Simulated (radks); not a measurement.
Values are calculated unless marked as measured or tabulated.
Task: Ionisation of neutral tin, [Kr] 4d10 5s2 5p2, to [Kr] 4d10 5s2 5p1 as the strength of local exchange is varied. Code: a radial shooting solver on a logarithmic mesh with Libxc functionals. Model: non-relativistic Kohn-Sham, Slater X-alpha exchange (alpha = 2/3 is LDA exchange), no correlation, spin-polarised, spherical densities, point nucleus; open shells are filled with parallel spins first (spin-orbit coupling, left out, can overturn this in heavy ions); relativity is left out, which matters for an element this heavy.

| alpha | E(Sn) (hartree) | exchange (hartree) | IE (eV) | -e of the level emptied (eV) | <r> of it (bohr) |
|---|---|---|---|---|---|
| 0.586 | -5996.98430 | -132.22299 | 6.058 | 3.054 (5p) | 3.409 |
| 0.667 | -6015.28824 | -150.95043 | 6.686 | 3.607 (5p) | 3.296 |
| 0.704 | -6023.66751 | -159.54113 | 6.982 | 3.871 (5p) | 3.248 |
| 0.737 | -6031.15053 | -167.22224 | 7.251 | 4.113 (5p) | 3.208 |
| 0.992 | -6089.27934 | -227.18274 | 9.477 | 6.164 (5p) | 2.940 |
| x | -6004.66076 | -140.07064 | 6.318 | 3.282 (5p) | 3.360 |

Which alpha was used in the last row?

Result: alpha = 0.62. NIST Atomic Spectra Database: 7.344 eV (measured). The Delta-SCF value meets it near alpha = 0.75. Relativity is left out here, which matters for elements this heavy. Open shells are spherical and high-spin; term and fine-structure splittings are not resolved.
